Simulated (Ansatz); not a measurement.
`P[SiH2][AlH][Cl]` + HCl → `P[SiH2]Cl` + `[AlH2][Cl]` at 298.15 K and 1 bar (cleavage of the Si–Al bond).

Program: Ansatz. Geometries: PBE0-D4/def2-TZVP. ΔE: electronic, gas phase. CCSD(T)/CBS is the MP2 limit (def2-TZVPP, def2-QZVPP) plus CCSD(T) − MP2 in def2-TZVPP, frozen cores. This one scheme is used for every species. One conformer a species, not always the lowest.

| species | CCSD(T)/CBS energy (Eh) | H − E (kJ/mol) | S (J/(mol·K)) |
| --- | --- | --- | --- |
| `P[SiH2][AlH][Cl]` | -1334.87683 | 137.4 | 388.2 |
| HCl | -460.38127 | 26.6 | 186.8 |
| `P[SiH2]Cl` | -1092.24436 | 112.1 | 313.7 |
| `[AlH2][Cl]` | -703.04476 | 49.7 | 253.3 |

H − E and S are ideal-gas, rigid-rotor, harmonic terms from PBE0-D4/def2-TZVP, for one conformer and one mirror image of each species. 1 Eh = 2625.50 kJ/mol, R = 8.31446 J/(mol·K).

Problem. By hand: ΔE, ΔH, ΔS and ΔG.

Solution. ΔE = (-1092.24436) + (-703.04476) − (-1334.87683) − (-460.38127) = -0.03102 Eh = -81.4 kJ/mol. Δ(H − E) = 112.1 + 49.7 − 137.4 − 26.6 = -2.2, so ΔH = -83.6 kJ/mol. ΔS = 313.7 + 253.3 − 388.2 − 186.8 = -8.0 J/(mol·K). ΔG = -83.6 − 298.15 × (-8.0)/1000 = -81.2 kJ/mol.

Problem. By hand: the equilibrium constant, and the temperature at which ΔG would vanish if ΔH and ΔS stayed fixed.

Solution. log₁₀ K = −ΔG/(RT ln 10) = 14.2. ΔG = 0 at ΔH/ΔS = 10450 K, far beyond where these terms or the molecules hold.

The number of gas molecules stays the same, so ΔS is small and ΔH decides. A doubt of 5 kJ/mol in ΔE shifts log₁₀ K by 0.9 here. Other conformers and mirror images would add mixing entropy, several J/(mol·K) or more a flexible species. Modes under 60 cm⁻¹, often nearly free rotors, make the harmonic entropy too high. These are equilibria of isolated gas molecules and say nothing of rates. Largest T1 diagnostic: 0.013 (customary marks: 0.02 for closed shells, 0.045 for open ones).
